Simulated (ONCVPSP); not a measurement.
Al ONCV: all-electron and pseudo phase curves

| Property | Result |
| --- | --- |
| Element | Al |
| Generator | ONCVPSP 4.0.1 |
| Type | optimised norm-conserving Vanderbilt (ONCV) |
| Functional | LDA (Perdew-Wang 92) |
| Relativity | non-relativistic |
| Frozen core | [Ne] |
| Valence charge | 3 |
| Reference configuration | 3s2 3p1 |
| Partial waves | 3s: rc 1.85 bohr, ncon 4, nbas 8, qcut 3.2 1/bohr, 3 projectors, debl 3.6 Ha; 3p: rc 2.00 bohr, ncon 5, nbas 8, qcut 5 1/bohr, 2 projectors, debl 0.6 Ha; d scattering state at 0.32 Ha: rc 1.85 bohr, ncon 4, nbas 7, qcut 4.5 1/bohr, 2 projectors, debl 2.6 Ha |
| Local potential | polynomial inside 1.30 bohr (lpopt 4, dvloc0 0 Ha) |
| Core correction | polynomial model core, fcfact 0.7 |

The phase is arctan(r·R′/R) of the radial function R(r), unwrapped; energies in Ha, scanned from -2 to 5 Ha. A pole is an energy at which the radial function vanishes at the test radius. The pseudo phase is shifted by a multiple of π to meet the all-electron one at the reference energy, and phase errors are pseudo minus all-electron; the curves can meet again beyond the range given. Levels narrower than the energy grid can be missing from the lists of poles.

```
channel  radius (bohr)  reference energy (Ha)  poles, all-electron  poles, pseudo  unbroken range about the reference energy with phases within 0.05 rad  phase error 1 Ha above the reference energy (rad)
      s           1.88                  -0.29                 1.93           1.92                                                        the whole range                                             -0.001
      p           2.03                  -0.10                 1.79           1.74                                                              below 2.3                                             -0.000
      d           1.88                   0.32                 2.30           2.30                                                        the whole range                                             -0.000
```

Phases in the p channel:

```csv
E (Ha),all-electron,pseudo
-1.98,1.228,1.212
-1.62,1.161,1.152
-1.26,1.062,1.057
-0.90,0.892,0.889
-0.54,0.542,0.540
-0.18,-0.169,-0.169
0.18,-0.861,-0.861
0.54,-1.198,-1.198
0.90,-1.367,-1.367
1.26,-1.468,-1.470
1.62,-1.541,-1.548
1.98,-1.602,-1.620
2.34,-1.660,-1.711
2.70,-1.728,-1.900
3.06,-1.820,-2.958
3.42,-1.981,-4.323
3.78,-2.372,-4.539
4.14,-3.386,-4.621
4.50,-4.115,-4.668
4.86,-4.367,-4.701
```
